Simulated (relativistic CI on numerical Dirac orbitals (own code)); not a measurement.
# Au⁵⁺: 4d photoemission

Computed with this model: Dirac-Coulomb-Breit CI, separate exchange-only KLI orbitals for each configuration, QED by a radiative potential, valence Slater integrals scaled by 0.8, multiplet model of photoemission in the sudden approximation; configurations [Xe] 4f14 5d6 → [Kr] 4d9 4f14 5s2 5p6 5d6; 300 K; Lorentzian 2.45 eV and Gaussian 0.6 eV FWHM. Energies are those of the free ion, without screening or charge transfer. The energies are binding energies and can lie tens of eV above those of solids. S is read from ⟨S²⟩ = S(S + 1).

free ion: ground-state S = 1.76, centroid 426.64 eV. Peaks (eV, height): 418.8 (100), 437.8 (74).

Strongest unbroadened transitions for free ion:

```tsv
Energy (eV)	Relative strength
418.08	23.0
418.19	100.0
418.73	42.8
418.82	79.6
419.14	42.5
419.29	20.9
419.57	8.4
419.77	25.1
419.91	4.0
419.94	4.7
422.43	12.4
424.35	5.3
437.51	39.1
437.77	48.8
437.87	79.1
438.06	50.9
438.91	15.9
439.62	2.9
```
